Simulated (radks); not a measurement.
The numbers below are computed, except where a source is named.
Effect of the nuclear size on neutral cadmium, [Kr] 4d10 5s2. Code: a radial shooting solver on a logarithmic mesh with Libxc functionals. Model: Dirac Kohn-Sham, LDA (Slater exchange, Perdew-Wang correlation), spin-unpolarised, spherical densities, finite nucleus; Fermi nuclear charge, rms radius 4.6087 fm. The rms radius is varied about that value; shifts are against it.

\begin{tabular}{lrrrrrrr}
rms radius (fm) & total energy shift (eV) & density at nucleus (e/bohr^3) & 1s1/2 shift (meV) & 2s1/2 shift (meV) & 4s1/2 shift (meV) & 4p1/2 shift (meV) & 5s1/2 shift (meV) \\ \hline
3.9266 & -0.888 & 1.625e+05 & -373 & -42.0 & -1.48 & 0.144 & -0.070 \\
4.3783 & -0.314 & 1.6e+05 & -132 & -14.8 & -0.522 & 0.051 & -0.025 \\
4.6087 & 0 & 1.588e+05 & 0.000 & 0.000 & 0.000 & 0.000 & 0.000 \\
4.8345 & 0.321 & 1.578e+05 & 135 & 15.2 & 0.533 & -0.052 & 0.025 \\
5.3092 & 1.04 & 1.557e+05 & 437 & 49.1 & 1.73 & -0.168 & 0.082 \\
\end{tabular}

Slopes of the eigenvalues against <r^2> in GHz/fm^2, as finite differences over the two radii next to the reference (eigenvalue slopes, not the field-shift constants of lines): 1s1/2 15400, 2s1/2 1730, 4s1/2 60.7, 4p1/2 -5.91, 5s1/2 2.88.
